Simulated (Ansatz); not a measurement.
**Energy profile**

The step: GaH₃S ([SH][GaH2]) + H₂O₂ ([OH][OH]) → GaH₃O₂ ([OH][O][GaH2]) + H₂S (still joined by a long Ga–S bond); bonds formed: S2–H5; dative contacts that become bonds: Ga1–O6; bonds broken: H5–O6; bonds weakened to dative contacts: Ga1–S2 (atoms numbered as in the saddle structure below).

Ga1  (-0.808, -0.818, -0.169)
S2  (1.611, -1.090, 0.428)
H3  (-0.944, -1.137, -1.682)
H4  (-1.609, -1.310, 1.076)
H5  (1.037, 0.272, 0.388)
O6  (-0.234, 1.010, 0.151)
O7  (-0.123, 1.693, -1.106)
H8  (1.385, -1.218, 1.746)
H9  (-0.313, 2.597, -0.831)
(Å)

Electronic energies by CCSD(T) at an estimated basis limit (MP2 extrapolated from triple and quadruple zeta, plus CCSD(T) − MP2 in triple zeta), on PBE0-D4/def2-TZVP structures; GaH$_{5}$SO$_{2}$, closed shell; no counterpoise correction. Program: Ansatz 0.2.0. Basis: def2-TZVPP and def2-QZVPP. Cores are frozen in the correlated methods. Filled d shells of the heavier atoms are correlated. The def2 sets are not built for correlating such inner shells, so the correlated values are less sure here. Extrapolation: Hartree–Fock as exp(−7.88 √X), correlation as X^−2.97.

Question: Give the profile in kJ/mol, counted from the separated reactants. (An estimate is asked for; the value comes from the calculation.)

Answer: The calculation gives:
| point | kJ/mol |
| --- | --- |
| separated: GaH$_{3}$S (linked as [SH][GaH2]; Ga1, S2, H3, H4, H8; singlet) + H$_{2}$O$_{2}$ (linked as [OH][OH]; H5, O6, O7, H9; singlet) | 0.0 |
| start structure | -51.4 |
| saddle | 16.4 |
| end structure | -16.0 |

The T1 diagnostic stays at or below 0.015.

For scale, one of the runs: CCSD(T)/def2-TZVPP, 222 basis functions, launched by `ansatz run in.yaml --threads 4 --pin off --events-out ev --progress --plain --max-ram 9574MiB`. The run took 110 s on 4 CPU threads of an Arm Neoverse V2 (shared host), with 3.5 GiB of host memory at its peak.
